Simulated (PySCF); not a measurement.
## Predicted spectroscopic data

Computed data (PySCF): geometry: GFN2-xTB, shielding tensors at PBE0/pcSseg-1 (GIAO). Single conformer, isolated molecule, rapidly exchanging positions averaged, relativity neglected.

Shifts are taken against calculated references (same method and geometry level): $^{1}$H (31.72 ppm) and $^{13}$C (186.93 ppm) vs TMS. Where no couplings were computed, multiplicities follow the n + 1 count of equivalent neighbours, and m marks all less simple cases (inequivalent or close neighbours, rings, F or P nearby). Shifts are as computed. Against solution values, carbons near 30 ppm lie about +3 ppm off and those near 130 ppm about +5 ppm. Of 1211 compounds with measured shifts, 218 miss one by over three times the rms of a fit or turn the order of signals round; such compounds aren't used in these exercises. OH and NH positions are gas-phase values without hydrogen bonding to other molecules.

**1.** SMILES N(=C)C(=C)O[SiH2]N[SiH3], C3H10N2OSi2. $^{1}$H NMR (400 MHz, computed): δ 7.90 (d, 1H), 7.04 (d, 1H), 5.25 (s, 2H), 4.72 (s, 3H), 3.98 (m, 1H), 3.88 (m, 1H), -0.04 (br s, 1H). $^{13}$C{$^{1}$H} NMR (computed): δ 169.5, 154.8, 79.7.

**2.** `C#Cc1ccccc1N`, C8H7N. $^{1}$H NMR (400 MHz, computed): δ 7.71 (d, 1H), 7.41 (m, 1H), 6.84 (m, 1H), 6.76 (d, 1H), 4.18 (br s, 2H), 3.05 (s, 1H). $^{13}$C{$^{1}$H} NMR (computed): δ 155.0 (C), 141.1 (CH), 136.1 (CH), 121.5 (CH), 116.3 (CH), 107.4 (C), 91.1 (CH), 86.0 (C).

**3.** SMILES C=CC/C=N/C, C5H9N. $^{1}$H NMR (400 MHz, computed): δ 7.54 (t, 1H), 5.98 (m, 1H), 5.52 (m, 1H), 5.41 (m, 1H), 3.60 (s, 3H), 3.07 (m, 2H). $^{13}$C{$^{1}$H} NMR (computed): δ 165.7, 143.6, 124.7, 50.9, 49.4.
